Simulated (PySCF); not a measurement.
PySCF input file for AsH₅, SMILES [AsH5], PBE-D3(BJ)/def2-TZVP. The structure is a stationary point at PBE-D3(BJ)/def2-TZVP.

```python
import numpy as np
from pyscf import gto, scf, dft, df
from pyscf.hessian import thermo

mol = gto.M(
    atom='''
    As   -0.00000000    0.00000000    0.00000000
    H    -0.00000000    0.00000000    1.61593931
    H     0.00000000   -0.00000000   -1.61593931
    H     1.54538546    0.00000000    0.00000000
    H    -0.77269273    1.33834307   -0.00000001
    H    -0.77269273   -1.33834307   -0.00000001
    ''',
    basis='def2-TZVP',
    charge=0,
    spin=0,
    max_memory=1600,
    verbose=3,
)
mf = dft.RKS(mol, xc='pbe').density_fit(auxbasis='def2-universal-jkfit')
mf.disp = 'd3bj'
mf.grids.level = 3
mf.conv_tol = 1e-11
mf.max_cycle = 100
mf.kernel()

# analytic Hessian; the response equations are solved on a coarser grid
h, args, fine = mf.Hessian(), (mf.mo_energy, mf.mo_coeff, mf.mo_occ), mf.grids
h.max_memory = max(150, 2.5e-5 * df.make_auxmol(mol, mf.with_df.auxbasis).nao * mol.nelec[0] * (mol.nelec[0] + mol.nao))  # MB; small integral blocks
h1ao = h.make_h1(mf.mo_coeff, mf.mo_occ)
mf.grids = dft.Grids(mol).set(level=1).build(with_non0tab=True)
mo1, mo_e1 = h.solve_mo1(*args, h1ao)
mf.grids = fine
hess = h.hess_elec(*args, mo1, mo_e1, h1ao) + h.hess_nuc()
if mf.do_disp():
    hess += h.get_dispersion()
for i in range(mol.natm):  # the analytic DFT Hessian lacks the response of the grid: restore translational invariance
    hess[i, i] -= hess[i].sum(axis=0)
hess = (hess + hess.transpose(1, 0, 3, 2)) / 2
vib = thermo.harmonic_analysis(mol, hess, imaginary_freq=False)
thermo.dump_normal_mode(mol, vib)
th = thermo.thermo(mf, vib['freq_au'][vib['freq_au'] > 0], 298.15, 101325)
thermo.dump_thermo(mol, th)
g0 = mf.nuc_grad_method().set(verbose=0).kernel()

# dipole derivatives [dipole axis, atom, xyz] from the same response
r, irp = mol.intor('int1e_r'), mol.intor('int1e_irp').reshape(3, 3, mol.nao, mol.nao)
sl, dm0, ok = mol.aoslice_by_atom(), np.array(mf.make_rdm1()), []
dmu = np.einsum('a,xt->xat', mol.atom_charges(), np.eye(3))
for a, (_, _, p0, p1) in enumerate(sl):
    dmu[:, a] += 2 * np.einsum('xtij,ij->xt', irp[:, :, :, p0:p1], dm0.reshape(-1, mol.nao, mol.nao).sum(0)[:, p0:p1])
    for u, c, occ, f in [(mo1, mf.mo_coeff, mf.mo_occ, 4)]:
        dmu[:, a] -= f * np.einsum('tui,xuv,vi->xt', u[a], r, c[:, occ > 0], optimize=True)
L = vib['norm_mode']
ir = 974.8801 * (np.einsum('xat,kat->kx', dmu, L) ** 2).sum(1)       # km/mol
apt = np.einsum('xax->a', dmu) / 3
print('mode   freq/cm-1   IR/(km/mol)')
for k, w in enumerate(vib['freq_wavenumber']):
    print(f'{k + 1:4d} {w:11.2f} {ir[k]:13.3f}')
print('max |gradient| / (hartree/bohr):', abs(g0).max())
print('APT charges:', apt.round(4))
```

Log of the run:

```
converged SCF energy = -2238.40232557797

WARN: DFTD3 does not support analytical Hessian, using finite difference


WARN: Mole.unit (angstrom) is changed to Bohr

Mode                                 0                   1                   2
Irrep
Freq [cm^-1]                      438.0970            438.1152           1006.1353
Reduced mass [au]                   1.0147              1.0147              1.0544
Force const [Dyne/A]                0.1147              0.1147              0.6289
Char temp [K]                     630.3241            630.3502           1447.6047
Normal mode                   x     y     z       x     y     z       x     y     z
       0  As                 0.00 -0.01  0.00    0.01  0.00  0.00   -0.00  0.00  0.02
       1   H                 0.02 -0.17  0.00    0.17  0.02  0.00    0.00 -0.00 -0.07
       2   H                 0.02 -0.17 -0.00    0.17  0.02 -0.00    0.00 -0.00 -0.07
       3   H                 0.01  0.78 -0.00    0.08 -0.07 -0.00    0.00 -0.00 -0.56
       4   H                 0.32  0.10  0.00   -0.60 -0.38 -0.00    0.00  0.00 -0.56
       5   H                -0.42  0.17 -0.00   -0.53  0.36 -0.00    0.00 -0.00 -0.56
Mode                                 3                   4                   5
Irrep
Freq [cm^-1]                     1006.8115           1006.8148           1243.8423
Reduced mass [au]                   1.0483              1.0483              1.0080
Force const [Dyne/A]                0.6261              0.6261              0.9188
Char temp [K]                    1448.5775           1448.5823           1789.6122
Normal mode                   x     y     z       x     y     z       x     y     z
       0  As                 0.00 -0.02  0.00    0.02  0.00  0.00   -0.00  0.00  0.00
       1   H                -0.00  0.67 -0.00   -0.67 -0.00 -0.00    0.00 -0.45  0.00
       2   H                -0.00  0.67 -0.00   -0.67 -0.00  0.00   -0.00  0.45 -0.00
       3   H                -0.00  0.19 -0.00   -0.05 -0.00 -0.00   -0.00  0.00  0.00
       4   H                 0.06  0.08 -0.00   -0.15 -0.06 -0.00    0.00 -0.00 -0.54
       5   H                -0.06  0.08 -0.00   -0.15  0.06 -0.00    0.00  0.00  0.54
Mode                                 6                   7                   8
Irrep
Freq [cm^-1]                     1243.8528           1627.2179           1676.1084
Reduced mass [au]                   1.0080              1.0080              1.0267
Force const [Dyne/A]                0.9189              1.5725              1.6994
Char temp [K]                    1789.6273           2341.2043           2411.5469
Normal mode                   x     y     z       x     y     z       x     y     z
       0  As                 0.00 -0.00 -0.00    0.00  0.00  0.00    0.00 -0.00 -0.02
       1   H                 0.45  0.00  0.00   -0.00  0.00  0.62   -0.00 -0.00  0.69
       2   H                -0.45 -0.00  0.00    0.00 -0.00 -0.62    0.00  0.00  0.69
       3   H                -0.00  0.00  0.63   -0.28 -0.00 -0.00   -0.00  0.00 -0.07
       4   H                 0.00 -0.00 -0.31    0.14 -0.24  0.00   -0.00 -0.00 -0.07
       5   H                 0.00  0.00 -0.31    0.14  0.24  0.00   -0.00  0.00 -0.07
Mode                                 9                  10                  11
Irrep
Freq [cm^-1]                     2020.9335           2020.9396           2045.4783
Reduced mass [au]                   1.0256              1.0256              1.0080
Force const [Dyne/A]                2.4680              2.4680              2.4849
Char temp [K]                    2907.6734           2907.6821           2942.9878
Normal mode                   x     y     z       x     y     z       x     y     z
       0  As                -0.02  0.00 -0.00   -0.00 -0.02 -0.00   -0.00 -0.00 -0.00
       1   H                -0.07  0.00  0.00   -0.00 -0.07  0.00    0.00 -0.00 -0.34
       2   H                -0.07  0.00 -0.00   -0.00 -0.07 -0.00   -0.00 -0.00  0.34
       3   H                 0.80 -0.00  0.00    0.03  0.05  0.00   -0.50  0.00  0.00
       4   H                 0.25 -0.35  0.00   -0.31  0.60 -0.00    0.25 -0.44 -0.00
       5   H                 0.23  0.30  0.00    0.33  0.63  0.00    0.25  0.44 -0.00
temperature 298.1500 [K]
pressure 101325.00 [Pa]
Rotational constants [GHz] 69.97804 56.94230 56.94230
Symmetry number 6
Zero-point energy (ZPE) 0.03594 [Eh]   94351.546 [J/mol]
                           tot       elec      trans        rot        vib
Entropy [J/mol/K]       231.854      0.000    163.391     59.997      8.466
Cv [J/mol/K]             43.185      0.000     12.472     12.472     18.242
Cp [J/mol/K]             51.499      0.000     20.786     12.472     18.242
Internal energy [J/mol]                      3718.434   3718.434  96165.302
Internal energy [Eh]   -2238.36287  -2238.40233
Enthalpy [J/mol]                             6197.391   3718.434  96165.302
Enthalpy [Eh]          -2238.36192
Gibbs free energy [J/mol]                  -42517.669 -14169.562  93641.191
Gibbs free energy [Eh] -2238.38825
mode   freq/cm-1   IR/(km/mol)
   1      438.10        13.466
   2      438.12        13.458
   3     1006.14       237.058
   4     1006.81       158.469
   5     1006.81       158.428
   6     1243.84         0.000
   7     1243.85         0.000
   8     1627.22         0.000
   9     1676.11       828.329
  10     2020.93       120.470
  11     2020.94       120.493
  12     2045.48         0.000
max |gradient| / (hartree/bohr): 3.963644027515676e-05
APT charges: [ 1.3333 -0.4032 -0.4032 -0.1756 -0.1756 -0.1756]
```

The run converged.

Cost: about 28 core-seconds (a rough figure).
